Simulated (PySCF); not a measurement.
**Identify the compound**

An unknown has the formula C5H13O2P. Its calculated NMR data are:

¹H NMR (400 MHz, computed): δ 2.07 (br s, 1H), 1.34 (m, 3H), 1.16 (m, 9H).

¹³C{¹H} NMR (computed): δ 38.1, 24.3 (3C), 13.7.

PySCF 2.14.0 with density-fitted response routines calculation with PBE0/pcSseg-1 with gauge-including orbitals and structure optimised with GFN2-xTB; one conformer, no relativistic terms, no solvent, averaged over atoms made equivalent by symmetry, fast rotation or ring inversion.

Shifts are taken against calculated references (same method and geometry level): ¹H (σ = 31.72 ppm) and ¹³C (σ = 186.93 ppm) against TMS.

Question: Propose a structure and justify it.

Answer: 
3 carbon signals for 5 carbons: some carbons are equivalent by symmetry or fast rotation. Carbon types of the structure: 1 × C, 4 × CH3, leaving 1 H on heteroatoms. δC 38.1: fully substituted sp3 carbon bonded to P. δC 24.3: methyl carbon; a saturated carbon with 1 carbon neighbour and no heteroatom attached. δC 13.7: methyl carbon bonded to P. δH 2.07: hydrogen on an oxygen bonded to P; exchangeable, gas-phase position. δH 1.34: hydrogen on a methyl carbon bonded to P. δH 1.16: hydrogen on a methyl carbon.

The compound is `CC(C)(C)[P@@](C)(=O)O`.

The data come from this structure; uniqueness wasn't tested.

The OH or NH signal is concentration- and solvent-dependent in practice; the value given is the gas-phase one. Splittings by ³¹P in the carbon and heteronuclear signals aren't shown, as no couplings were computed. Shifts are as computed. Against solution values, carbons near 30 ppm lie about +3 ppm off and those near 130 ppm about +5 ppm. Of 1211 compounds with measured shifts, 218 miss one by over three times the rms of a fit or turn the order of signals round; such compounds aren't used in these exercises. Multiplicities follow the n + 1 count of equivalent neighbours, as no J values were calculated; m marks all less simple cases, F and P coupling included.
